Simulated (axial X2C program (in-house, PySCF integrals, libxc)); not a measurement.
AgS: properties at the nuclei

Calculated with an in-house all-electron X2C program for linear molecules (integrals from PySCF): two-component X2C with atomic mean-field Coulomb and Gaunt terms, Gaussian nuclei, basis Ag dyall-cv3z, S dyall-av3z with contracted cores.

R = 2.297 Å (near the PBE0 minimum at charge 0 of the determinant lowest at the starting distance; the state shown can have its own minimum elsewhere).

Determinant lowest in the PBE0 search, Ω = 3/2 (⟨Sz⟩ = 0.50, ⟨Lz⟩ = 1.00 at PBE0), spin on the atoms Ag -0.01, S 0.51:

```csv
level,Eeff magnitude (GV/cm),Ws magnitude Ag (kHz),Ws magnitude S (kHz),A∥/gI Ag (MHz),qzz Ag (a.u.),A∥/gI S (MHz),qzz S (a.u.),μ (D)
PBE0,0.00553,0.0337,0.00391,-120,-0.34,226,0.14,-4.57
HF,0.353,0.15,0.00759,-147,-1.80,232,-0.54,-6.08
r2SCAN,0.0313,0.0334,0.00505,-136,-0.07,238,0.26,-4.33
B3LYP,0.0725,0.0108,0.00323,-114,-0.07,235,0.27,-4.22
BP86,0.126,0.00465,0.00253,-80.9,0.39,223,0.49,-3.85
```

Determinant 0.06 eV from it at PBE0 and this distance, Ω = 1/2 (⟨Sz⟩ = -0.50, ⟨Lz⟩ = 1.00 at PBE0), spin on the atoms Ag 0.01, S -0.51:

```tsv
level	Eeff magnitude (GV/cm)	Ws magnitude Ag (kHz)	Ws magnitude S (kHz)	A∥/gI Ag (MHz)	qzz Ag (a.u.)	A∥/gI S (MHz)	qzz S (a.u.)	μ (D)
PBE0	0.0404	0.0663	0.00816	636	-0.35	1100	0.12	-4.58
HF	0.403	0.513	0.0152	623	-1.81	1010	-0.56	-6.09
r2SCAN	0.124	0.00382	0.0127	780	-0.09	980	0.23	-4.33
B3LYP	0.113	0.00815	0.00618	633	-0.08	1110	0.25	-4.23
BP86	0.221	0.111	0.00494	621	0.37	1100	0.46	-3.85
```

Eeff is the effective electric field on the electron electric dipole moment in this Ω state and Ws the scalar–pseudoscalar constant of the nucleus named (defined with the proton number Z and per Ω); A∥ (defined per Ω) follows by multiplying with gI = μI/(I μN); qzz is the electric field gradient, eQq0 = 234.96 MHz × Q/barn × qzz; μ is positive if the S end (last atom) is positive. The operators were transformed with the bare-nucleus X2C matrices; with these basis sets, hyperfine constants and field gradients can be off by tens of per cent, and where levels differ in sign neither size nor sign is settled.

(1) With gI(107Ag) = -0.2271, gI(33S) = 0.4292 (g factors from the IAEA table of nuclear moments by Stone), turn the PBE0 values of the first state into constants in MHz.

Each state is one determinant with collinear spin. Unrestricted Hartree–Fock can overshoot spin polarisation at the nuclei. In the state Ω = 3/2 the sign of Eeff differs between levels (HF against PBE0). In the state Ω = 1/2 the sign of Eeff differs between levels (HF against PBE0). Where Eeff spreads by more than a factor of two the levels disagree and none is to be relied on. The search compared states at one distance, so a state with another bond length can lie lower. The sign of Ws at Ag differs between levels in the first state. The sign of Ws at Ag differs between levels in the second state. Further determinants of the search, some of them spin-mixed, are not shown. Where a field gradient or hyperfine factor spreads by more than a factor of two over the levels, a constant derived from it is not to be relied on. PBE0 term energies can be off by some tenths of an eV.

## Answers

(1) A∥(107Ag) = -120 × -0.2271 = 27.3 MHz; A∥(33S) = 226 × 0.4292 = 97 MHz.
